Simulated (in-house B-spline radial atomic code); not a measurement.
Successive ionisation energies of ytterbium; each step leads to the configuration of the next row (after the last: bare). Dirac energy differences include first-order Breit, QED and recoil terms. NIST's values go from ground level to ground level; the uncertainty of those that are theory runs from under 0.1 % in few-electron ions to several per cent in heavy many-electron ones. Computed with a radial B-spline atomic code at the basis-set limit: Dirac-Hartree-Fock, average of the configuration, finite nuclei.

| ion | configuration | ionisation energy (eV) | tabulated value (eV) | tabulated kind | computed minus tabulated (eV) | highest orbital | largest mean radius (bohr) |
| --- | --- | --- | --- | --- | --- | --- | --- |
| Yb61+ | [He] 2s2 2p5 | 14469.4 | 14093 | tabulated theory | 376 | 2p3/2 | 0.080893 |
| Yb62+ | [He] 2s2 2p4 | ? | ? | tabulated theory | ? | ? | ? |
| Yb63+ | [He] 2s2 2p3 | ? | ? | tabulated theory | ? | ? | ? |
| Yb64+ | [He] 2s2 2p2 | 15470.6 | 16191 | tabulated theory | -720 | 2p3/2 | 0.079785 |
| Yb65+ | [He] 2s2 2p1 | 15810.9 | 16570 | tabulated theory | -759 | 2p3/2 | 0.079421 |
| Yb66+ | [He] 2s2 | 17050.4 | 17050 | tabulated theory | 0 | 2s1/2 | 0.079059 |
| Yb67+ | [He] 2s1 | 17364.9 | 17365.44 | tabulated theory | -1 | 2s1/2 | 0.078705 |
| Yb68+ | 1s2 | 70118.7 | 70123.04 | tabulated theory | -4 | 1s1/2 | 0.01955 |
| Yb69+ | 1s1 | 71574.2 | 71574.63 | tabulated theory | 0 | 1s1/2 | 0.01943 |

Problem. Fill in the row of Yb62+.

Solution. ionisation energy (eV): 14799.8; tabulated value (eV): 14435; computed minus tabulated (eV): 365; highest orbital: 2p3/2; largest mean radius (bohr): 0.080522.

Problem. Fill in the row of Yb63+.

Solution. ionisation energy (eV): 15133.5; tabulated value (eV): 14752; computed minus tabulated (eV): 382; highest orbital: 2p3/2; largest mean radius (bohr): 0.080152.

Problem. Where is the largest jump?

Solution. From Yb67+ to Yb68+, by a factor of 4.04 (17365 to 70119 eV); the highest orbital goes from 2s1/2 to 1s1/2.

Where a p, d or f electron is removed, the computed value is a mean over both j, so it misses the tabulated one by a part of the spin-orbit splitting; averaging over terms and missing correlation add to the gap, relatively most at low charge.
